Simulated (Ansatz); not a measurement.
Reaction (cleavage of the Si–As bond): `C[SiH]([SiH3])[AsH2]` + H–F → `C[SiH](F)[SiH3]` + `[AsH3]`

Isolated molecules relaxed with PBE0-D4/def2-TZVP in Ansatz; ΔE leaves out vibrations. CCSD(T)/CBS adds triple-zeta CCSD(T) − MP2 to the extrapolated MP2 energy (def2 sets, frozen cores). This one scheme is used for every species. DFT in def2-TZVPP. For As outer-core shells are correlated without core-valence functions, which leaves a few kJ/mol of doubt a bond. Scalar relativity is left out up to krypton.

```tsv
level	ΔE (kcal/mol)	difference from CCSD(T)/CBS
PBE-D4	-18.9	2.4
r2SCAN-D4	-22.9	-1.6
PBE0-D4	-19.2	2.1
B2PLYP	-24.8	-3.5
r2SCAN	-23.4	-2.1
HF/def2-TZVPP	-30.2	-8.9
SCS-MP2/def2-TZVPP	-23.1	-1.8
HF/CBS(def2)	-31.0	-9.7
MP2/CBS(def2)	-19.8	1.5
CCSD/CBS(def2)	-22.6	-1.3
CCSD(T)/CBS	-21.3	0
```

Largest T1 diagnostic among the species: 0.012.

The D4 term adds +3.2 kcal/mol with B3LYP and +1.8 kcal/mol with PBE0; it sums over pairs of atoms, weighted by their polarisabilities, and B3LYP, whose exchange is more repulsive, gets the larger term. In def2-TZVPP, CCSD(T) changes the Hartree–Fock value by +8.3 kcal/mol (the triples alone add +1.3 kcal/mol) and MP2 by +9.8 kcal/mol.

B3LYP here is the variant with VWN-RPA as its local correlation; programs differ in this.
